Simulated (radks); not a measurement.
Values are calculated unless marked as measured or tabulated.
Q: All-electron atom: As2+ in [Ar] 3d10 4s2 4p1. Code: a radial shooting solver on a logarithmic mesh with Libxc functionals. Model: Dirac Kohn-Sham, PBE, spin-unpolarised, spherical densities, point nucleus; open shells fill j = l - 1/2 first.

Spin-orbit splittings of the eigenvalues, e(l+1/2) - e(l-1/2), with zeta = 2 splitting/(2l+1) and mean radii in bohr:

shell  occ.  splitting (eV)  zeta (eV)  <r> j=l-1/2  <r> j=l+1/2
2p        6           36.57      24.38       0.1746       0.1783
3p        6           5.025      3.350       0.6098       0.6204
3d       10               ?          ?       0.6726       0.6772
4p        1          0.4005     0.2670        2.127        2.157
4d        0         0.02775    0.01110        3.419        3.429

Estimate the 3d splitting.

A: 0.7312 eV (zeta = 0.2925 eV).
